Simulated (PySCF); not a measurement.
CH7FO2Si2, SMILES O(C)[Si@H](F)O[SiH3].

Geometry: r2SCAN-D4/def2-SVP. The structure was generated by enumeration; whether it is a known compound was not checked. One conformer was computed; it need not be the lowest.

Vertical ionisation energy (IE) and electron affinity (EA) in eV. Rows of orbital energies are one-electron estimates. Where ΔSCF, EOM or ADC give a negative EA the extra electron is unbound and the value depends on the basis.

```tsv
level	IE	EA
−ε(HOMO), −ε(LUMO), r2SCAN/def2-TZVP (PySCF)	7.51	0.43
−ε(HOMO), −ε(LUMO), PBE/def2-TZVP (PySCF)	7.16	0.87
```
